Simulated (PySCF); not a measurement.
C5H7O2 (doublet state).
Atom-mapped SMILES: `[CH3:1][O:2]/[C:3]=[CH:4]/[C:5]([CH3:6])=[O:7]` (hydrogens: H8, H9, H10 on C1; H11 on C4; H12, H13, H14 on C6)

Structure used (GFN2-xTB), in Å, numbered top down from 1:
```xyz
14
C5H7O2 angstrom
C      2.7073   -0.2952    0.6459
O      1.5008   -0.9195    1.1212
C      0.3563   -0.4304    0.7921
C     -0.1789    0.6756    0.3087
C     -1.5725    0.7867   -0.1278
C     -2.3957   -0.4729    0.0153
O     -2.0321    1.8144   -0.5758
H      2.6478   -0.1244   -0.4303
H      2.8530    0.6565    1.1604
H      3.5196   -0.9794    0.8791
H      0.3684    1.6217    0.2851
H     -3.3631   -0.3378   -0.4607
H     -1.8715   -1.3147   -0.4283
H     -2.5401   -0.6812    1.0731
```

The hyperfine couplings belong to this conformer and change with its torsions.

Level of theory: UKS B3LYP, pcH-1 on C H O, non-relativistic, mean-field spin-orbit, GIAO (PySCF). Isolated species at its GFN2-xTB geometry (one conformer only). GFN2-xTB frequencies show an imaginary mode (37i cm⁻¹), so this geometry is no minimum at that level. A GFN2-xTB geometry isn't a minimum of the functional, and hyperfine couplings can be far from their values at a DFT geometry. The frame is twisted about the C3–C4 bond at this geometry (dihedral O2–C3–C4–H11 = -15°); couplings at other torsion angles weren't computed. The SCF solution wasn't tested for stability.

(1) Give the principal g shifts and their parts.

(2) How much does each term add to the isotropic shift?

(3) What effective moment and Curie constant follow for a powder?

(4) In a frozen sample, at which fields do the three g values resonate at 9.5, 34, 94 and 263 GHz (hyperfine left aside), and which band first spreads them over more than twice a line width of 1.0 mT?

Answers

(1) 
| Δg (ppm) | 1 | 2 | 3 |
| --- | --- | --- | --- |
| relativistic mass correction | -188 | -188 | -188 |
| gauge correction | 13 | 32 | 3 |
| orbital Zeeman/spin–orbit | -848 | -154 | 1245 |
| total | -1024 | -310 | 1059 |

So g = 2.00130, 2.00201, 2.00338 and g_iso = 2.00223; the tensor is rhombic: the two nearest values differ by 34 % of g3 − g1. Axes: g1 points within 9° of the O2–C3 bond.

(2) The mass correction -188, the orbital-Zeeman/spin–orbit term 81 and the gauge correction 16 ppm, for a total of -92 ppm. The mass correction is the largest in size. The mass correction is the same along every axis, so the anisotropy comes from the other two: their spans along these axes are 30 (gauge) and 2093 ppm (orbital Zeeman/spin–orbit).

(3) With the mean of g² = 4.0089 and S(S+1) = 0.75: μ_eff = √(⟨g²⟩S(S+1)) = 1.734 μB and χT = 0.12505·⟨g²⟩·S(S+1) = 0.376 cm³ K/mol (cgs; spin-Hamiltonian part alone).

(4) 
```tsv
band	GHz	B(g3) mT	B(g2) mT	B(g1) mT	spread mT
X	9.5	338.80	339.04	339.16	0.35
Q	34.0	1212.56	1213.39	1213.83	1.26
W	94.0	3352.38	3354.67	3355.87	3.49
J	263.0	9379.53	9385.95	9389.29	9.76
```

The spread grows in proportion to the frequency. W band is the first where it exceeds 2.0 mT.

The largest Mulliken spin populations are on C3 (+0.90), C4 (-0.09), H11 (+0.07) and C1 (+0.07). C3 is the only atom above +0.15. The positive populations add up to 1.10 and the negative ones to -0.10, together 2S = 1.

The HOMO–LUMO gaps are 5.25 eV among the α and 4.07 eV among the β orbitals.
